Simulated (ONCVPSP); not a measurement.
Configuration tests for zirconium (Zr) (ONCV)

Zr, optimised norm-conserving Vanderbilt (ONCV), made with ONCVPSP 4.0.1 (PBE, scalar-relativistic). Core [Ar] 3d10, reference 4s2 4p6 4d2 5s2. Waves: 4s+5s: rc 2.05 bohr, ncon 4, nbas 9, qcut 6.7 1/bohr, 2 projectors; 4p: rc 1.25 bohr, ncon 4, nbas 7, qcut 6.7 1/bohr, 2 projectors, debl 3.1 Ha; 4d: rc 1.85 bohr, ncon 3, nbas 6, qcut 4.6 1/bohr, 2 projectors, debl 1.1 Ha. Local part: polynomial inside 1.15 bohr (lpopt 5, dvloc0 1 Ha). Core correction: Teter function, fcfact 5, rcfact 1.4.

Energies are relative to the spin-unpolarised reference configuration 4s2 4p6 4d2 5s2; without spin polarisation the order of configurations can differ from experiment.

Problem. Give the all-electron excitation energy and the error of the potential for: 4s2 4p6 4d2 5s1; 4s2 4p6 4d2 5s0; 4s2 4p6 4d1 5s0; 4s2 4p6 4d3 5s0.

Solution.

```tsv
valence configuration	charge	ΔE all-electron (eV)	error AE − PS (meV)
4s2 4p6 4d2 5s1	+1	7.137	-1.8
4s2 4p6 4d2 5s0	+2	20.078	-7.8
4s2 4p6 4d1 5s0	+3	42.704	-2.1
4s2 4p6 4d3 5s0	+1	7.521	-6.6
```

Levels in the configuration 4s2 4p6 4d3 5s0:

| level | all-electron (eV) | pseudo (eV) |
| --- | --- | --- |
| 4s | -58.454 | -58.545 |
| 4p | -36.579 | -36.610 |
| 4d | -8.156 | -8.157 |

Note: no bound ghost flagged; GHOST(+) flagged for s at 108.7 eV.
